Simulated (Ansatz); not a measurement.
Steps of a relaxation of `C[NH][Sn]([Cl])([Cl])[Cl]` with RKS PBE-D4/def2-SVP.

```sh
$ ansatz run in.yaml --threads 4 --pin off --events-out ev --progress --plain --max-ram 11315MiB
```

```yaml
crystal:
  periodic: [false, false, false]
  atoms:
    - {symbol: C, position_ang: [0.301800, -0.990800, 1.132700]}
    - {symbol: N, position_ang: [0.883200, 0.177200, 0.445000]}
    - {symbol: Sn, position_ang: [-0.461800, 0.937000, -0.971700]}
    - {symbol: Cl, position_ang: [-0.888400, -0.732500, -2.524700]}
    - {symbol: Cl, position_ang: [0.577700, 2.743700, -2.088500]}
    - {symbol: Cl, position_ang: [-2.394700, 1.679600, 0.114500]}
    - {symbol: H, position_ang: [0.007800, -1.736700, 0.394700]}
    - {symbol: H, position_ang: [-0.617800, -0.586400, 1.651200]}
    - {symbol: H, position_ang: [0.961400, -1.356100, 1.907600]}
    - {symbol: H, position_ang: [1.714000, -0.186200, -0.057800]}
basis:
  gaussian: {orbitals: def2-SVP}
hamiltonian: {xc: pbe, dispersion: d4}
relax: {f_tol: 0.03, max_steps: 200}
```

Positions (Å) and forces (eV/Å) along the path, 7 of 7 steps:

```xyz
10
step=1 energy=-45962.7276 eV
C     0.302   -0.991    1.133   -1.512    1.802   -0.218
N     0.883    0.177    0.445    0.271    0.042   -0.105
Sn   -0.462    0.937   -0.972    1.104    0.481    0.550
Cl   -0.888   -0.733   -2.525   -0.319   -0.519   -0.538
Cl    0.578    2.744   -2.088   -0.138   -0.107    0.073
Cl   -2.395    1.680    0.115   -0.140   -0.005    0.046
H     0.008   -1.737    0.395   -0.216   -1.038    0.053
H    -0.618   -0.586    1.651    0.333   -0.630   -0.139
H     0.961   -1.356    1.908    0.684   -0.473    0.491
H     1.714   -0.186   -0.058   -0.066    0.447   -0.214
10
step=2 energy=-45962.8953 eV
C     0.287   -1.000    1.162   -0.593    0.600   -0.185
N     0.835    0.187    0.456    0.157   -0.349   -0.119
Sn   -0.383    0.969   -1.015   -0.212   -0.200    0.028
Cl   -0.986   -0.700   -2.615    0.031    0.165    0.097
Cl    0.599    2.791   -2.124    0.037   -0.030    0.014
Cl   -2.339    1.684    0.075   -0.043    0.019   -0.021
H     0.025   -1.854    0.498    0.101   -0.102    0.083
H    -0.647   -0.707    1.710    0.334   -0.045   -0.220
H     1.011   -1.323    1.929    0.200   -0.119    0.068
H     1.682   -0.099   -0.073   -0.011    0.060    0.256
10
step=3 energy=-45962.9215 eV
C     0.285   -0.992    1.149   -0.014    0.222   -0.070
N     0.851    0.180    0.442   -0.029   -0.331   -0.050
Sn   -0.400    0.953   -1.004   -0.042   -0.117   -0.044
Cl   -1.042   -0.670   -2.625    0.021    0.094    0.079
Cl    0.614    2.759   -2.108    0.030    0.020   -0.004
Cl   -2.364    1.686    0.069    0.042   -0.015   -0.003
H     0.057   -1.879    0.510    0.068    0.049    0.055
H    -0.656   -0.699    1.667    0.117    0.015   -0.078
H     1.005   -1.300    1.936   -0.002   -0.050    0.004
H     1.735   -0.091   -0.032   -0.193    0.113    0.111
10
step=4 energy=-45962.9292 eV
C     0.287   -0.994    1.149    0.111    0.096   -0.069
N     0.835    0.173    0.430    0.015   -0.248   -0.022
Sn   -0.410    0.946   -1.015    0.025   -0.036    0.007
Cl   -1.077   -0.649   -2.641   -0.004    0.023    0.006
Cl    0.637    2.746   -2.102    0.008   -0.001    0.005
Cl   -2.357    1.687    0.076    0.013   -0.002    0.000
H     0.094   -1.902    0.528    0.029    0.066    0.034
H    -0.664   -0.708    1.643    0.000    0.007    0.003
H     1.003   -1.277    1.953   -0.045    0.006   -0.019
H     1.736   -0.074   -0.019   -0.153    0.089    0.056
10
step=5 energy=-45962.9332 eV
C     0.301   -1.001    1.160    0.078    0.018   -0.095
N     0.819    0.139    0.402   -0.250    0.166    0.021
Sn   -0.431    0.932   -1.019    0.066    0.000    0.007
Cl   -1.125   -0.601   -2.689   -0.024   -0.004   -0.003
Cl    0.669    2.720   -2.073    0.005    0.006    0.001
Cl   -2.358    1.708    0.081    0.006   -0.020    0.007
H     0.171   -1.939    0.576   -0.012   -0.075    0.002
H    -0.680   -0.737    1.603   -0.015    0.015    0.037
H     0.994   -1.214    2.000    0.004   -0.024    0.059
H     1.724   -0.059   -0.038    0.143   -0.083   -0.035
10
step=6 energy=-45962.9352 eV
C     0.302   -0.998    1.160    0.020   -0.012   -0.024
N     0.813    0.143    0.400   -0.035    0.047   -0.016
Sn   -0.424    0.931   -1.030   -0.006   -0.010   -0.001
Cl   -1.157   -0.585   -2.699    0.012    0.000   -0.008
Cl    0.688    2.720   -2.072   -0.008   -0.004    0.003
Cl   -2.355    1.680    0.081    0.004    0.014    0.011
H     0.178   -1.945    0.584   -0.004   -0.010    0.006
H    -0.681   -0.736    1.602   -0.010   -0.005    0.015
H     0.993   -1.205    2.006   -0.004    0.003    0.011
H     1.728   -0.055   -0.028    0.031   -0.024    0.003
10
step=7 energy=-45962.9357 eV
C     0.300   -0.995    1.165    0.009    0.006   -0.014
N     0.817    0.133    0.386   -0.001   -0.003    0.016
Sn   -0.423    0.927   -1.036    0.001   -0.003   -0.008
Cl   -1.145   -0.572   -2.724    0.000   -0.001   -0.005
Cl    0.671    2.733   -2.066    0.002    0.000    0.001
Cl   -2.346    1.667    0.096   -0.006    0.004    0.006
H     0.176   -1.950    0.605    0.000   -0.008    0.002
H    -0.683   -0.724    1.600   -0.008    0.004    0.007
H     0.988   -1.187    2.016   -0.001   -0.003    0.004
H     1.729   -0.083   -0.041    0.003    0.003   -0.008
```

It took 8 s on 4 threads of an Intel Xeon 6975P-C on a shared host, with 0.22 GiB of host memory at the peak.
